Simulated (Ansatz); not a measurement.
An input meant for the cluster Na3S⁺ (charge 1, singlet).

```yaml
crystal:
  periodic: [false, false, false]
  atoms:
    - {symbol: Na, position_ang: [2.258044, 0.643842, -0.812555]}
    - {symbol: Na, position_ang: [-1.307238, -1.735086, -1.208845]}
    - {symbol: Na, position_ang: [-0.948661, 1.089133, 2.023198]}
    - {symbol: S, position_ang: [-0.002135, 0.002111, -0.001788]}
basis:
  gaussian: {orbitals: x2c-TZVPPall, nuclear_model: gaussian}
total_charge: 1
magnetization: {spin_polarized: true, initial_magnetization: 6}
hamiltonian: {xc: {name: PBE0}, pseudopotentials: {relativity: scalar}}
scf: {lower_state_search: off}
```

```sh
$ ansatz run in.yaml --threads 4 --pin off --events-out ev --progress --plain --max-ram 3916MiB
```

Shortened log:

```
Functional definition: PBE0
1162 factors; their error is unknown
mean field evaluation 1: about -24097.3910 eV, gradient 1.6e1 eV
mean field evaluation 2: about -24097.9214 eV, gradient 1.8e1 eV
mean field evaluation 4: about -24100.1047 eV, gradient 6.9e-1 eV
mean field evaluation 8: about -24100.1390 eV, gradient 6.7e-2 eV
mean field evaluation 16: about -24100.2729 eV, gradient 4.5e-4 eV
mean field -24100.27288162 eV, -885.6686926479 hartree, gradient 7.2e-6 eV, S^2 12.000352; 0 other end points of the search recorded, 0 dependent functions left out
reference -24100.27291893 eV, -885.6686940188 hartree; 27, 21 occupied and 111, 117 virtual orbitals, 1162 factors
Total energy: -24100.27291893 eV, -885.6686940188 hartree
Relativity: scalar
Checks for a lower state left out: stability, starts, cluster_reference, orbital_swaps, neighbouring_geometries, increment
```

In this input the spin is set far too high (6 unpaired electrons typed, 0 in the singlet as meant). The calculation finished and met its thresholds. The result belongs to that input, not to the species as meant.

DK, ANO-RCC and x2c sets are all-electron and run with scalar relativity unless a key says otherwise.
